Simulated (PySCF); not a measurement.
**Exercise with solution: dipole moment from atomic charges**

Ge(F)2(Cl)(NH2) (ClF2GeH2N), SMILES [F][Ge]([Cl])([NH2])[F]. Atoms are numbered in the order given.

```xyz
7

N      1.8506    -0.3829     0.3601
Ge     0.1387     0.1686     0.1452
F     -0.6161     0.3578     1.6973
F     -0.0350     1.7512    -0.5712
Cl    -0.9555    -1.2475    -1.0276
H      2.2175    -0.8539    -0.4745
H      2.4928     0.3662     0.6439
```
Charge 0, spin multiplicity 1.

Geometry: PBE-D3(BJ)/def2-SVP. This is a generated structure with no PubChem entry under its InChIKey; it may be hypothetical. Other conformers were not sampled.

Charges (e) from PySCF with CAM-B3LYP/def2-TZVP:

```tsv
atom	ESP fit	IAO
N1	-0.847	-0.800
Ge2	0.770	1.535
F3	-0.249	-0.508
F4	-0.297	-0.517
Cl5	-0.125	-0.276
H6	0.347	0.283
H7	0.401	0.282
```

The dipole moment of the full density is 3.08 D.

Question: What dipole moment does each set of point charges give, and which comes closer to that of the density?

Answer: 
μ = Σ q r, and 1 e Å = 4.8032 D.
ESP fit: Σ q r = (0.592, -0.149, -0.224) e Å, |μ| = 3.12 D.
IAO: Σ q r = (0.658, -0.316, -0.301) e Å, |μ| = 3.79 D.
ESP fit comes closer in size. Point charges leave out the atoms' own dipoles (lone pairs, polarised bonds); fits to the potential absorb them, partitions of the density don't.
